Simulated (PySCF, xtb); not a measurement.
H3InOS2, SMILES [OH][In]([SH])[SH].

GFN2-xTB in xtb at its own geometry gives an orbital gap of 2.33 eV and a dipole moment of 2.20 D.

Coordinates come from a B3LYP-D3(BJ)/def2-SVP optimisation. The structure was generated by enumeration; whether it is a known compound was not checked. The def2 effective core potentials stand for the cores of In; spin–orbit coupling is left out. One conformer was computed; it need not be the lowest.

Task: What does PySCF with B3LYP/def2-TZVP give? (An estimate is asked for; the answer gives what the named calculation found.)

Result: gap 5.03 eV (levels -7.37 and -2.34 eV), dipole 1.87 D.
